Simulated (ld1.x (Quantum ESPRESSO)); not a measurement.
# Which change was made? (Rb, TM)

| Quantity | Value |
| --- | --- |
| Element | Rb |
| Generator | ld1.x (Quantum ESPRESSO) 7.5 |
| Type | norm-conserving Troullier–Martins (Kleinman–Bylander form) |
| Functional | LDA (PZ) |
| Relativity | scalar-relativistic |
| Frozen core | [Ar] 3d10 |
| Valence charge | 9 |
| Reference configuration | 4s2 4p6 4d1 5s0 5p0 |
| Partial waves | 4p (bound): rc 1.75 bohr; 4d (bound): rc 4.20 bohr; 4s (bound): rc 2.25 bohr |
| Local potential | the s channel |
| Core correction | Bessel-smoothed model core, default radius (core density twice the valence density) |

Cutoffs, loose and tight: the cutoffs (Ry, on a coarse ladder) from which the occupation-weighted sum of valence levels, in a spherical-Bessel basis at the reference potential, stays within 10 and 1 mRy of its value at 400 Ry. They do not see the model core or the augmentation charge, which bear on the density cutoff. Test errors are all-electron minus pseudo excitation energies from the reference, over the configurations 4s2 4p6 4d0 5s1 5p0; 4s2 4p6 4d0 5s0 5p0; 4s2 4p6 4d0 5s0.5 5p0; 4s2 4p5 4d0 5s1 5p0; 4s2 4p6 4d0 5s0 5p1; 4s2 4p6 4d0.5 5s0.5 5p0; 4s1 4p6 4d0 5s1 5p0 (two spin-polarised tests are not counted in the largest error); variants that change the core or the reference have their own tests.

The base gives: outcome: generated; cutoff, loose: 30 Ry; cutoff, tight: 60 Ry; bound ghosts: none; largest test error (meV): +854.

Question: After one change the result is: outcome: generated; cutoff, loose: 50 Ry; cutoff, tight: 90 Ry; bound ghosts: none; largest test error (meV): +159. Which change was it?
A. all radii but the core radius scaled by about 1.37 (s 3.08, p 2.40, d 5.76 bohr)
B. all radii but the core radius scaled by about 0.75 (s 1.68, p 1.32, d 3.16 bohr)
C. all radii but the core radius scaled by about 1.09 (s 2.44, p 1.90, d 4.58 bohr)

Answer: B. The others give: all radii but the core radius scaled by about 1.37 (s 3.08, p 2.40, d 5.76 bohr) → outcome: generated; cutoff, loose: 15 Ry; cutoff, tight: 25 Ry; bound ghosts: none; largest test error (meV): +2131 | all radii but the core radius scaled by about 1.09 (s 2.44, p 1.90, d 4.58 bohr) → outcome: generated; cutoff, loose: 30 Ry; cutoff, tight: 45 Ry; bound ghosts: none; largest test error (meV): +1183.
